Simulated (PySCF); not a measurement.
Molecule: (SiH3)2PPF2, F2H6P2Si2.

Atom-mapped SMILES (the numbers label the heavy atoms): `[F:1][P:2]([F:3])[P:4]([SiH3:5])[SiH3:6]`. Each H is labelled by its parent atom.

Geometry PBE0-D3(BJ)/def2-SVP throughout; GIAO in PySCF 2.14.0 with density-fitted response routines, gas phase, one conformer, non-relativistic; equivalent atoms averaged; functional PBE0.

For orientation, def2-SVP gives these shifts δ (against CFCl3, H3PO4, TMS at the same level): F1/F3 -70.0, P2 295.7, P4 -200.9, Si5/Si6 -77.7, H(Si5)/H(Si6) 4.08 ppm.

A run gave: F1/F3 -115.7, P2 308.0, P4 -187.7, Si5/Si6 -49.6, H(Si5)/H(Si6) 3.86 ppm (shifts δ (against CFCl3, H3PO4, TMS at the same level)).

Question: Which basis set was used in that run?
A. 6-311+G(2d,p)
B. STO-3G
C. 6-31G
D. def2-TZVP
E. 6-31G*

Answer: C. F1/F3 tells them apart best: 6-31G gives -115.7, 6-31G* gives -80.8, STO-3G gives -137.7, def2-TZVP gives -78.3, 6-311+G(2d,p) gives -88.9 ppm.
